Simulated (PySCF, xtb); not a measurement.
C2H5FO2Si, SMILES O=CC[Si@H](O)F.

xtb with GFN2-xTB at its own geometry gives an orbital gap of 3.80 eV and a dipole moment of 2.56 D.

Coordinates come from a B3LYP-D3(BJ)/def2-SVP optimisation. The structure was generated by enumeration; whether it is a known compound was not checked. The values are those of a single conformer.

Task: What does PySCF with PBE/def2-TZVP give? (The exact figures need the calculation; the answer reports its results.)

Result: gap 3.91 eV (levels -6.51 and -2.60 eV), dipole 3.22 D.
